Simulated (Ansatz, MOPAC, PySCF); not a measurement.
System: SbH2, net charge 0, doublet state. SMILES: [SbH2]
Coordinates optimised at B3LYP-D3(BJ)/def2-TZVP (Ansatz, a quantum-chemistry and plane-wave program):
```
Sb
H 1 1.7178
H 1 1.7178 2 90.34
```
Charge 0, spin multiplicity 2.

Unscaled harmonic wavenumbers (cm⁻¹) in rising order, each level at the stationary point that it reaches from this structure (no distance between atoms moves by over 0.3 Å); the order of modes can differ between levels, and a negative number is imaginary. B3LYP-D3(BJ)/def2-TZVP (PySCF, at the structure above): 843, 1921, 1926.

AM1 (MOPAC): 743, 2454, 2461. Zero-point energy 8.1 against 6.7 kcal/mol; where all levels lie over 400 cm⁻¹, the wavenumbers are on average 1.145 times those of B3LYP-D3(BJ)/def2-TZVP.

PM6 (MOPAC): 878, 2085, 2112. Zero-point energy 7.3 against 6.7 kcal/mol; where all levels lie over 400 cm⁻¹, the wavenumbers are on average 1.074 times those of B3LYP-D3(BJ)/def2-TZVP.

HF/3-21G (Ansatz): 921, 1985, 1996. Zero-point energy 7.0 against 6.7 kcal/mol; where all levels lie over 400 cm⁻¹, the wavenumbers are on average 1.054 times those of B3LYP-D3(BJ)/def2-TZVP.

B3LYP/6-31G* with LANL2DZ past Ar (Ansatz): 872, 1864, 1874. Zero-point energy 6.6 against 6.7 kcal/mol; where all levels lie over 400 cm⁻¹, the wavenumbers are on average 0.992 times those of B3LYP-D3(BJ)/def2-TZVP.
